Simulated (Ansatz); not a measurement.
Mulliken charges of C₂H₃BO₂ (`B1OC=CO1`) from ωB97M-V/def2-TZVPP in Ansatz (PBE0-D4/def2-TZVP geometry).

```
atom   x (Å)   y (Å)   z (Å)  charge (e)
  B1  -0.466   1.187   0.074       0.265
  O2   0.863   0.861   0.201      -0.300
  C3   0.917  -0.501   0.048      -0.004
  C4  -0.308  -0.978  -0.161      -0.004
  O5  -1.212   0.054  -0.152      -0.300
  H6  -0.905   2.283   0.148       0.076
  H7   1.877  -0.986   0.110       0.133
  H8  -0.673  -1.977  -0.324       0.133
```

Q: By hand: the dipole of these point charges (1 e Å = 4.8032 D).

A: Σ q r = (0.070, -0.175, -0.012) e Å, of length 0.189 e Å = 0.91 D.

Q: How does the dipole of the full density compare? (Estimate.)

A: Computed: (0.120, -0.300, -0.020) e Å, 1.55 D; the point charges give 0.59 times that, at 0° from its direction.

Point charges leave out the atoms' own dipoles, such as those of lone pairs, and Mulliken's split depends on the basis, so the two needn't agree.
